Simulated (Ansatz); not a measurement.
C2BrF3, SMILES `FC(F)=C(F)Br`. The species carries charge 0 and has multiplicity 1. Correlated methods include outer-core shells of Br, which these sets cover unevenly. Scalar relativity is left out up to krypton.

Z-matrix (Å, degrees):
```
C
F 1 1.306
C 1 1.324 2 124.3
F 1 1.309 2 112.4 3 -180.0
F 3 1.325 1 120.2 2 180.0
Br 3 1.854 1 123.8 2 0.0
```

**Question.** Give the diagnostics of a CCSD(T)/def2-TZVPP run (frozen core, the Gaussian-basis code of Ansatz). (Estimate.)

**Answer.** The calculation gave: T1 = 0.0112, largest single amplitude 0.029, largest double 0.084, (T) share of the correlation energy 3.5 %, 9 CCSD cycles. The RHF solution is stable towards an unrestricted one. T1 lies under the customary mark of 0.02 for closed shells.
